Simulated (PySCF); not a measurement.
Geometry:
```tsv
atom	x (Å)	y (Å)	z (Å)
O1	-3.083	-1.854	-0.062
C2	-2.734	-0.759	-0.360
Cl3	-3.935	0.456	-0.897
C4	-1.353	-0.263	-0.336
C5	-0.270	-1.115	0.052
C6	0.930	-0.467	0.012
S7	0.751	1.171	-0.492
C8	-0.936	1.011	-0.658
H9	-0.407	-2.156	0.342
H10	1.917	-0.861	0.251
H11	-1.558	1.843	-0.981
```

Geometry: PBE0-D3(BJ)/def2-SVP; GIAO shifts from PySCF 2.14, gas phase, non-relativistic, averaged over equivalent atoms.

At PBE0/pcSseg-1 (165 basis functions, 20 s wall time on 1 thread of an Arm Neoverse V2, shared host):
```csv
atoms,δ (ppm)
O1,555.0
C2,166.8
C8,147.6
C4,141.7
C6,134.4
C5,133.9
Cl3,420.1
S7,243.8
H11,8.23
H9,7.71
H10,7.18
```

Shifts are taken against calculated references (same method and geometry level): H2O for 17O (σ = 334.56 ppm); TMS for 13C (σ = 184.41 ppm), 1H (σ = 31.27 ppm); 35Cl (σ = 943.27 ppm) vs HCl; 33S (σ = 495.66 ppm) vs CS2.

Question: Estimate the result of repeating the calculation with WP04/pcSseg-2.

Answer: 
```tsv
atoms	δ at WP04/pcSseg-2	change
O1	524.8	-30.2
C2	176.9	+10.1
C8	154.8	+7.2
C4	148.3	+6.6
C6	140.0	+5.6
C5	138.6	+4.7
Cl3	424.8	+4.7
S7	277.1	+33.3
H11	8.31	+0.08
H9	7.60	-0.11
H10	7.12	-0.06
```

References, each an isolated molecule treated in the same way: 17O (σ = 314.06 ppm) against H2O; TMS for 13C (σ = 172.10 ppm) and 1H (σ = 31.61 ppm); 35Cl (σ = 900.48 ppm) against HCl; CS2 for 33S (σ = 468.55 ppm).

The largest change is at S7 (aromatic ring sulfur). Cost: 344 basis functions, 55 s wall time on 1 thread of an Arm Neoverse V2, shared host. The order of the carbon signals is the same at both levels.

Carbons that carry Cl, above all several Cl atoms, come out too deshielded, partly because spin–orbit coupling is missing. Unscaled 17O shifts of doubly bonded oxygen tend to come out too high, by tens of ppm or more. Experimental scales use liquid or dissolved standards, which lie at an offset from isolated H2O (liquid H2O: subtract about 36 ppm).
